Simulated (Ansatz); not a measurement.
Consider the redistribution: `[NH2][Ga]([NH2])[SH]` + `C[N](C)[Ga]([F])[SH]` → `C[N](C)[Ga]([NH2])[SH]` + `[NH2][Ga]([F])[SH]`.

Computed with Ansatz on PBE0-D4/def2-TZVP structures; ΔE is electronic, products minus reactants. CCSD(T)/CBS adds triple-zeta CCSD(T) − MP2 to the extrapolated MP2 energy (def2 sets, frozen cores). For Ga outer-core shells are correlated without core-valence functions, which leaves a few kJ/mol of doubt a bond. Scalar relativity is left out up to krypton. One conformer a species, not always the lowest.

```
                 species  HF/def2-TZVPP energy (Eh)
  `[NH2][Ga]([NH2])[SH]`                -2432.74065
  `C[N](C)[Ga]([F])[SH]`                -2554.68322
`C[N](C)[Ga]([NH2])[SH]`                -2510.81084
    `[NH2][Ga]([F])[SH]`                -2476.61199
```

Problem. Work out ΔE.

Solution. ΔE = (-2510.81084) + (-2476.61199) − (-2432.74065) − (-2554.68322) = 0.00104 Eh = +0.7 kcal/mol. CCSD(T)/CBS gives +0.4 kcal/mol.

Largest T1 diagnostic among the species: 0.013.
